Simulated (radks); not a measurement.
The numbers below are computed, except where a source is named.
Question: Rb14+, configuration [He] 2s2 2p5 3s2 3p6 3d6 (not the ground configuration). Level of theory: scalar-relativistic Kohn-Sham, LDA (Slater exchange, Perdew-Wang correlation), spin-polarised, spherical densities, finite nucleus; open shells are filled with parallel spins first (spin-orbit coupling, left out, can overturn this in heavy ions); Fermi nuclear charge, rms radius 4.2036 fm (a radial shooting solver on a logarithmic mesh with Libxc functionals). Some entries of the table are withheld. Estimate them.

orbital,occ.,eigenvalue (eV),<r> (bohr)
1s up,1,-15542.22,0.04033
1s down,1,-15535.15,0.04031
2s up,1,-2483.538,0.1762
2s down,1,-2467.422,0.1762
2p up,3,(1),0.1530
2p down,2,(2),0.1530
3s up,1,-677.5393,(3)
3s down,1,-667.9492,(4)
3p up,3,-605.5357,0.4714
3p down,3,-595.6898,0.4748
3d up,5,-489.9000,0.4384
3d down,1,-478.6842,0.4436

Answer: 
(1) 2p up eigenvalue (eV): -2268.552
(2) 2p down eigenvalue (eV): -2252.171
(3) 3s up <r> (bohr): 0.4759
(4) 3s down <r> (bohr): 0.4786
